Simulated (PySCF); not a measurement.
**Predicted spectroscopic data**

PySCF calculation with GFN2-xTB structure and shieldings: GIAO PBE0/pcSseg-1; no solvent, relativity neglected, one conformer, rapidly exchanging positions averaged.

Chemical shifts δ = σref − σ; $^{1}$H (31.72 ppm) and $^{13}$C (186.93 ppm) against TMS, all at this level. Splittings of carbon signals by F and P are missing where no couplings were computed. Where no couplings were computed, multiplicities follow the n + 1 count of equivalent neighbours, and m marks all less simple cases (inequivalent or close neighbours, rings, F or P nearby). Shifts are as computed. Against solution values, carbons near 30 ppm lie about +3 ppm off and those near 130 ppm about +5 ppm. Of 1211 compounds with measured shifts, 218 miss one by over three times the rms of a fit or turn the order of signals round; such compounds aren't used in these exercises. OH and NH positions are gas-phase values without hydrogen bonding to other molecules.

**1.** SMILES Cc1occ(C(F)(F)F)p1, C₅H₄F₃OP. $^{1}$H NMR (400 MHz, computed): δ 8.27 (m, 1H), 3.01 (m, 3H). $^{13}$C{$^{1}$H} NMR (computed): δ 208.4 (C), 151.8 (CH), 145.3 (C), 133.4 (C), 21.4 (CH3).

**2.** SMILES [SiH3]OCc1ncon1, C₃H₆N₂O₂Si. $^{1}$H NMR (400 MHz, computed): δ 8.75 (s, 1H), 5.30 (s, 2H), 4.96 (s, 3H). $^{13}$C{$^{1}$H} NMR (computed): δ 173.1 (C), 171.9 (CH), 61.1 (CH2).

**3.** `C[Si](C)(N)C#CC(F)(F)F`, C₅H₈F₃NSi. $^{1}$H NMR (400 MHz, computed): δ 0.52 (br s, 2H), 0.28 (s, 6H). $^{13}$C{$^{1}$H} NMR (computed): δ 123.2 (C), 103.0 (C), 94.9 (C), 2.3 (CH3).
